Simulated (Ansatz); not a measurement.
Program: Ansatz. Geometries: PBE0-D4/def2-TZVP. ΔE: electronic, gas phase. CBS: MP2 limit from def2 TZ/QZ plus the TZ coupled-cluster correction, frozen cores. DFT in def2-TZVPP. B3LYP here is the variant with VWN-RPA as its local correlation; programs differ in this. For Se outer-core shells are correlated without core-valence functions, which leaves a few kJ/mol of doubt a bond. Scalar relativity is left out up to krypton. Each species was taken in one conformer, which may not be the lowest.

`CO[SiH2][Se]C` + `[SiH3]S` → `CO[SiH2]S[SiH3]` + `C[SeH]`  (ligand exchange at the Si–Se bond)

`CO[SiH2][Se]C`:

Cartesian coordinates in Å:
```
C 1.009 1.044 -1.346
O 1.109 -0.355 -1.467
Si 0.203 -1.400 -0.588
Se 0.337 -1.125 1.659
C -1.084 0.210 1.850
H 1.670 1.500 -2.084
H 1.318 1.375 -0.348
H -0.014 1.393 -1.533
H -1.237 -1.234 -0.935
H 0.721 -2.745 -0.915
H -1.369 0.213 2.900
H -1.941 -0.072 1.241
H -0.723 1.196 1.566
```

`[SiH3]S`:

```xyz
6

Si   -0.123    0.295    0.420
S    -0.448   -1.108   -1.159
H     0.930   -0.171    1.358
H    -1.425    0.383    1.124
H     0.261    1.630   -0.105
H     0.805   -1.028   -1.638
```

`CO[SiH2]S[SiH3]`:

```xyz
13

C     0.213    1.992    0.597
O    -0.767    1.233    1.270
Si   -1.191   -0.287    0.848
S     0.459   -1.647    0.908
Si    0.862   -1.703   -1.189
H     1.197    1.518    0.668
H    -0.040    2.123   -0.462
H     0.261    2.975    1.068
H    -1.731   -0.315   -0.539
H    -2.190   -0.715    1.847
H     2.127   -2.460   -1.349
H     1.029   -0.331   -1.736
H    -0.229   -2.382   -1.931
```

`C[SeH]`:

Cartesian coordinates in Å:
```
C 0.240 0.032 0.489
Se -0.905 -0.771 -0.868
H 1.269 0.084 0.140
H 0.186 -0.627 1.355
H -0.127 1.018 0.765
H -0.663 0.264 -1.881
```

```
          level  ΔE (kcal/mol)
      r2SCAN-D4           -1.7
        PBE0-D4           -1.7
       B3LYP-D4           -1.6
         B2PLYP           -1.3
           PBE0           -1.4
CCSD/def2-TZVPP           -1.5
  HF/def2-QZVPP           -1.6
 CCSD/CBS(def2)           -1.2
```

Q: What does CCSD(T)/CBS give? (Estimate.)

A: Computed: -1.3 kcal/mol. The listed levels differ from it by -0.4, -0.4, -0.3, 0.0, -0.1, -0.2, -0.3, 0.1 kcal/mol.

Largest T1 diagnostic among the species: 0.012.
